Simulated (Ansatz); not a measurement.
System (SMILES): Br[Si]Br (closed-shell singlet).
Atoms: Si1, Br2, Br3. Bonds: Si1-Br2, Si1-Br3.

Basis-set convergence of the harmonic zero-point energy at HF with Ansatz (a first-principles code). Each level at its own minimum, finite differences of forces, unscaled; the reference is a large set that could be run, not a limit. Cartesian d functions, on some or all atoms, in 3-21G, 6-31G, 6-31G**, 6-311G**; all else is spherical. A restricted Hartree-Fock determinant is unstable towards unrestricted orbitals. No added dispersion term, no relativity. Reference: the value in aug-pcseg-2, 1.37 kcal/mol. Deviations are taken from unrounded values. Cost is core time over that of STO-3G, rough, on shared machines of one kind.

```
basis     functions  harmonic zero-point energy (kcal/mol)  minus reference (kcal/mol)  cost
--------  ---------  -------------------------------------  --------------------------  ----
STO-3G           45                                   1.72                        0.36    1×
3-21G            59                                   1.18                       -0.19    1×
6-31G            71                                   1.19                       -0.17    3×
6-31G**          89                                   1.39                        0.03    4×
6-311G**        115                                   1.36                        0.00    4×
```

The smallest set listed that lies within 0.1 kcal/mol of the reference with all its larger relatives (same family, alike in diffuse functions; a set with none counts only in the reference's own line) is 6-31G** (89 functions, 4× in cost, 0.03 kcal/mol off).
